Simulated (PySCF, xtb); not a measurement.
CH3Si, SMILES C=[SiH], multiplicity 2. Atoms are numbered in the order given.

```xyz
5

C      0.0563    -1.0970     0.0000
Si    -0.1201     0.6008     0.0000
H     -0.7745    -1.7890     0.0000
H      1.0468    -1.5428     0.0000
H      1.0718     1.5026     0.0000
```
Charge 0, spin multiplicity 2.

Geometry optimised at B3LYP-D3(BJ)/def2-TZVP. The isomer is the one that the SMILES or the coordinates give; other isomers of the formula were not compared.

Level of theory: PySCF with C-PCM-PBE0/def2-TZVPD.

The values are the electrostatic part of the solvation free energy, E(continuum) − E(gas) at the gas-phase geometry, in a cavity of scaled van der Waals radii (PySCF's table); cavitation and dispersion terms are not included. The dipole moment in vacuum is 0.65 D.

```json
[
 {"solvent": "water", "ε": "78.36", "ΔG(elec) (kcal/mol)": "-1.5", "dipole (D)": "1.00"},
 {"solvent": "chlorobenzene", "ε": "5.70", "ΔG(elec) (kcal/mol)": "-1.3", "dipole (D)": "0.92"},
 {"solvent": "methanol", "ε": "32.61", "ΔG(elec) (kcal/mol)": "-1.5", "dipole (D)": "0.99"}
]
```

For comparison, GFN2-xTB/ALPB(water) (xtb, at the GFN2-xTB geometry, all terms of that model) gives 2.0 kcal/mol.
